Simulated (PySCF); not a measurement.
**Electron correlation in Re(2+) (rhenium, charge +2)**

[Xe] 4f14 5d4 6s1, high-spin 6D determinant (an excited configuration). Calculation: PySCF 2.14, in aug-cc-pVDZ-PP with ECP60MDF (5s5p4d2f, 54 functions); scalar relativity through the core potential. Frozen: 5s2 5p6; 5 electrons correlated.

MP2 pair energies summed by pair of shells (mhartree):

```json
{"pair": "5d-5d", "energy": "-23.27", "share (%)": "60.6"}
{"pair": "5d-6s", "energy": "-15.11", "share (%)": "39.4"}
```

Total MP2 correlation energy: -38.39 mhartree.

Same-spin part -38.39 and opposite-spin part 0.00 mhartree; SCS-MP2 scales them by 1/3 and 6/5 to -12.80 mhartree.
